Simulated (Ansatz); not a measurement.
C2H9BSi (`B[SiH2]CC`), relaxed with RKS PBE0-D4/def2-TZVP in the Gaussian-basis code of Ansatz from a PBE-D4/def2-SVP geometry. The force threshold is 0.005 eV/Å; the program also tests the step.

Total charge 0; spin multiplicity 1.

Start:

```xyz
13

B     0.933   -2.351   -0.705
Si   -0.337   -0.928   -0.063
C     0.402    0.817    0.137
C    -0.617    1.899    0.518
H     0.691   -3.532   -0.536
H     1.940   -2.077   -1.334
H    -1.069   -1.322    1.200
H    -1.394   -0.891   -1.156
H     1.211    0.757    0.898
H     0.912    1.070   -0.819
H    -1.123    1.664    1.478
H    -1.411    2.000   -0.251
H    -0.139    2.894    0.633
```

```tsv
step	energy (eV)	largest force (eV/Å)	largest move (Å)
1	-10767.9094	0.489	0.000
2	-10767.9524	0.141	0.032
3	-10767.9555	0.096	0.017
4	-10767.9566	0.021	0.040
5	-10767.9569	0.018	0.021
6	-10767.9570	0.009	0.018
7	-10767.9571	0.011	0.027
8	-10767.9572	0.018	0.017
9	-10767.9572	0.017	0.011
10 (rejected)	-10767.9571	0.032	0.032
11	-10767.9572	0.008	0.015
12	-10767.9572	0.004	0.013
13	-10767.9572	0.003	0.010
14	-10767.9572	0.002	0.009
```

End:

```xyz
13

B     0.932   -2.338   -0.693
Si   -0.337   -0.905   -0.083
C     0.398    0.817    0.108
C    -0.617    1.879    0.518
H     0.605   -3.489   -0.646
H     2.013   -2.101   -1.150
H    -1.003   -1.309    1.193
H    -1.416   -0.868   -1.123
H     1.209    0.761    0.843
H     0.874    1.086   -0.841
H    -1.087    1.633    1.473
H    -1.417    1.970   -0.222
H    -0.152    2.863    0.623
```

Hardware: 4 threads of an Arm Neoverse V2 on a shared host. Wall time 35 s, peak host memory 0.43 GiB.
